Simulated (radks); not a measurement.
The numbers below are computed, except where a source is named.
Mo27+, configuration [Ne] 3s2 3p3. Level of theory: scalar-relativistic Kohn-Sham, SCAN, spin-polarised, spherical densities, finite nucleus; open shells are filled with parallel spins first (spin-orbit coupling, left out, can overturn this in heavy ions); meta-GGA in the generalised Kohn-Sham scheme; Fermi nuclear charge, rms radius 4.4091 fm (a radial shooting solver on a logarithmic mesh with Libxc functionals).

Radial electron density D(r) = 4 pi r^2 rho(r):

r (bohr)  D(r) (e/bohr)  spin D(r)
0.002582          4.451   0.000708
0.002888          5.369   0.000915
0.00323           6.456    0.00119
0.003585          7.639    0.00154
0.004009          9.122    0.00204
0.004485          10.85    0.00274
0.004976          12.69    0.00363
0.005566          14.94    0.00498
0.006225          17.50    0.00688
0.006963          20.35    0.00959
0.007726          23.27     0.0132
0.008642          26.67     0.0186
0.009666          30.30     0.0264
0.01081           34.08     0.0375
0.012             37.63     0.0521
0.01342           41.38     0.0741
0.01501           44.90      0.105
0.01679           48.01      0.149
0.01863           50.36      0.204
0.02083           52.16      0.286
0.0233            53.06      0.395
0.02586           53.03      0.529
0.02892           52.12      0.715
0.03235           50.44      0.952
0.03618           48.31       1.25
0.04015           46.31       1.57
0.04491           44.62       1.97
0.05023           43.92       2.41
0.05618           44.61       2.85
0.06234           46.63       3.22
0.06973           50.15       3.52
0.07799           54.48       3.64
0.08654           58.42       3.53
0.0968            61.47       3.13
0.1083            62.18       2.45
0.1211            59.80       1.57
0.1344            54.71      0.746
0.1503            46.78     0.0988
0.1681            37.65   -0.00405
0.188             29.07      0.697
0.2086            22.92       2.13
0.2334            19.07       4.35
0.261             17.89       6.84
0.292             18.25       8.98
0.324             18.61       10.1
0.3624            17.83       10.1
0.4053            15.40       8.82
0.4497            12.02       6.89
0.503             8.050       4.62
0.5626            4.637       2.66
0.6293            2.266       1.31
0.6983           0.9937      0.577
0.781            0.3388      0.198
0.8736          0.09328     0.0553
0.9771          0.02029     0.0122
1.084          0.003901    0.00239
1.213         0.0005007   0.000313

D(r) has 3 maxima, at r = 0.0245, 0.106, 0.324 bohr, and minima at 0.0506, 0.265 bohr, inside which lie 2.07, 10.59 electrons.
